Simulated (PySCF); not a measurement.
Species: 4-(aminomethyl)pyridine, C₆H₈N₂.
Numbering: `[NH2:1][CH2:2][c:3]1[cH:4][cH:5][n:6][cH:7][cH:8]1` (hydrogens: H9, H10 on N1; H11, H12 on C2; H13 on C4; H14 on C5; H15 on C7; H16 on C8)

Computed with PySCF, PBE0-D3(BJ)/def2-SVP geometry optimisation, gas phase.

**Question.** What internal coordinates does the optimisation give?

**Answer.** 
| bond | length (Å) |
| --- | --- |
| N1–C2 | 1.452 |
| C2–C3 | 1.511 |
| C3–C4, C3–C8 | 1.398 |
| C4–C5, C7–C8 | 1.394 |
| C5–N6, N6–C7 | 1.331 |
| N1–H9, N1–H10 | 1.019 |
| C2–H11, C2–H12 | 1.102 |
| C4–H13, C8–H16 | 1.094 |
| C5–H14, C7–H15 | 1.097 |

Bonds in one row agree within 0.01 Å and their mean is given. A selection of angles:
| angle | degrees |
| --- | --- |
| N1–C2–C3 | 114.6 |
| C2–C3–C4 | 121.5 |
| C4–C3–C8 | 116.8 |
| C3–C4–C5 | 119.3 |
| C4–C5–N6 | 123.6 |
| C5–N6–C7 | 117.3 |
| H9–N1–C2 | 109.9 |
| H10–N1–C2 | 110.0 |

Torsions: N1–C2–C3–C4 -88° (synclinal).

Of the pairs four or more bonds apart, H12···H16 is among the closest relative to their van der Waals radii: 2.51 Å, 105 % of the sum of Bondi's values. N6 (pyridine-type nitrogen) is bent (angle 117.3°). The C–N distances run from 1.331 Å (N6–C7, aromatic) to 1.452 Å (N1–C2, drawn single), a spread of 0.121 Å. The C–C distances run from 1.394 Å (C4–C5, aromatic) to 1.511 Å (C2–C3, drawn single), a spread of 0.117 Å. The 6-membered ring C3–C4–C5–N6–C7–C8 has internal angles of 116.8° to 123.6°; it is planar, 0.00 Å rms from its mean plane, widest ring torsion 0°. N1 (primary amine nitrogen) is pyramidal (angles 110.0°, 109.9° and 105.7°, sum 325.6°, 0.39 Å off the plane of its three neighbours).

Point group: Cs (tolerance 0.08 Å). Stationary, but not proved a minimum. The numbers are those of one conformer (H–N1–C2–C3 -58° and 58°, N1–C2–C3–C4 -88°).
